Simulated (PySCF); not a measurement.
WO2F2, optimised at PBE0/def2-TZVP:

```xyz
5

O     -0.0060     0.6218    -1.6096
W     -0.0149    -0.0025    -0.0363
O     -0.0231    -1.6891    -0.1808
F      1.5298     0.5237     0.8342
F     -1.5602     0.5398     0.8231
```

Energies from PySCF (xtb for GFN2), thermal terms from the rigid-rotor harmonic-oscillator model, ideal gas at 1 bar. All species are closed-shell singlets. W: scalar-relativistic def2 core potential, no spin-orbit coupling. WO2F2: computed as isolated molecules; such fragments, hydroxides, amides, oligomers or adducts are transient or little studied in the gas. Warning, point group unlike the PBE0 one: WO2F2 (GFN2-xTB).

### Question
List the harmonic frequencies (cm⁻¹, unscaled) at this level and at the other levels, each on its own geometry.

### Answer
- PBE0/def2-TZVP: 184, 230, 263, 267, 362, 713, 716, 1034, 1080
- GFN2-xTB: 163, 175, 212, 218, 253, 434, 440, 826, 844
- PBE/def2-SVP: 172, 210, 248, 251, 350, 692, 702, 983, 1013
